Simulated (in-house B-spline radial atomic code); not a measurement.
A fraction x of an electron is removed from 4f in Ho2+, starting from [Xe] 4f11 and keeping the highest spin. Level of theory: scalar-relativistic (X2C) B97-1, spin-polarised, spherical fractional occupations, Fermi nucleus of rms radius 5.2022 fm; calculated with a B-spline radial code for spherical atoms.

Caution: exact exchange at fractional occupations of open shells leaves self-interaction of up to several eV.

```json
{"x": "0", "E(x) - E(0) (eV)": "0.0000", "4f down level (eV)": "-15.689"}
{"x": "0.05", "E(x) - E(0) (eV)": "0.8032", "4f down level (eV)": "-16.442"}
{"x": "0.17", "E(x) - E(0) (eV)": "2.8864", "4f down level (eV)": "-18.284"}
{"x": "0.28", "E(x) - E(0) (eV)": "4.9924", "4f down level (eV)": "-20.013"}
{"x": "0.38", "E(x) - E(0) (eV)": "7.0737", "4f down level (eV)": "-21.617"}
{"x": "0.5", "E(x) - E(0) (eV)": "9.7850", "4f down level (eV)": "-23.579"}
{"x": "0.58", "E(x) - E(0) (eV)": "11.7245", "4f down level (eV)": "-24.910"}
{"x": "0.65", "E(x) - E(0) (eV)": "13.5093", "4f down level (eV)": "-26.089"}
{"x": "0.86", "E(x) - E(0) (eV)": "19.3653", "4f down level (eV)": "-29.702"}
{"x": "0.91", "E(x) - E(0) (eV)": "20.8723", "4f down level (eV)": "-30.579"}
{"x": "1", "E(x) - E(0) (eV)": "23.6960", "4f down level (eV)": "-32.172"}
```

The exact functional would give a straight line between the two integer points. Deviations E(x) - E(0) - x[E(1) - E(0)], in eV: -0.382 at x = 0.05, -1.142 at x = 0.17, -1.642 at x = 0.28, -1.931 at x = 0.38, -2.063 at x = 0.5, -2.019 at x = 0.58, -1.893 at x = 0.65, -1.013 at x = 0.86, -0.691 at x = 0.91.

The curve lies below the straight line by up to 2.063 eV (at x = 0.5): convex, the delocalisation error, to which spherically averaged exact exchange adds.

How well does Slater's transition state (minus the level at half occupation) give the ionisation energy?

It gives 23.579 eV against 23.696 eV from the two total energies; NIST lists 22.79 eV, ground level to ground level. The end point has an open shell averaged over its orbitals, so its exact exchange keeps a self-interaction and this is no true integer point.
